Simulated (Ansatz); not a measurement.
Relaxed structures of AlSiH3SO, closed shell (PBE0-D4/def2-TZVP; forces vanish, vibrations not checked; lower isomers may exist, and structures with a doubtful reference or unclear bonds are left out; Å). Program: Ansatz 0.2.0. Basis: def2-TZVPP. Cores are frozen in the correlated methods.

(1) Rank them by CCSD(T) energy, lowest first, and give each one's height above the lowest. Links in brackets join atoms within 1.22 times the sum of their covalent radii (1.1 for two metals). (To be estimated.)
A.
AlSiH₃SO ([AlH2][O][Si][SH])
```
7
angstrom
S -1.5044 1.4541 -0.5520
Si -0.5046 0.2548 0.9488
O 0.5987 -0.4735 0.0005
Al 1.7759 -1.2536 -0.9378
H -2.3615 1.9868 0.3349
H 3.1715 -0.5360 -1.0931
H 1.3968 -2.6510 -1.5627
```
B.
AlSiH₃SO ([SH][SiH]1[O][AlH]1)
```
7
angstrom
S -1.3543 1.6684 -0.5884
Si 0.0290 0.3512 0.3546
O -0.1955 -1.2993 0.1214
Al 1.3175 -1.1732 -0.7294
H -2.0209 1.9771 0.5371
H 0.0529 0.7395 1.7891
H 2.1714 -2.2637 -1.4845
```
C.
AlSiH₃SO ([OH]1[AlH]2[SH][Si]12)
```
7
angstrom
S -0.4879 1.1773 -0.6219
Si 0.5338 0.2711 1.3457
O 0.0602 -1.4657 0.6037
Al 1.0218 -0.6378 -0.7553
H -1.7864 0.8105 -0.5370
H -0.8642 -1.7284 0.6034
H 1.3550 -1.4073 -2.0876
```
D.
AlSiH₃SO ([SH][SiH]1[OH][Al]1)
```
7
angstrom
S -1.3452 1.6588 -0.5306
Si 0.2736 0.5578 0.3700
O -0.1801 -1.1890 0.2750
Al 1.3667 -1.4305 -0.8507
H -2.1640 1.7011 0.5343
H 0.0787 0.7881 1.8363
H -0.9951 -1.6194 0.5505
```

The T1 diagnostic stays at or below 0.016. The restricted Hartree–Fock reference is unstable towards an unrestricted one at one or more of these structures.

## Answers

(1) By the calculation: A (0.00 kcal/mol), B (19.37 kcal/mol), D (31.71 kcal/mol), C (41.21 kcal/mol). Heights count from the lowest.

For scale, one of the runs: CCSD(T)/def2-TZVPP, 199 basis functions, launched by `ansatz run in.yaml --threads 2 --pin off --events-out ev --progress --plain --max-ram 4352MiB`. Hardware: 2 CPU threads of an Arm Neoverse V2, shared host. Wall time 53 s; peak host memory 2.1 GiB.
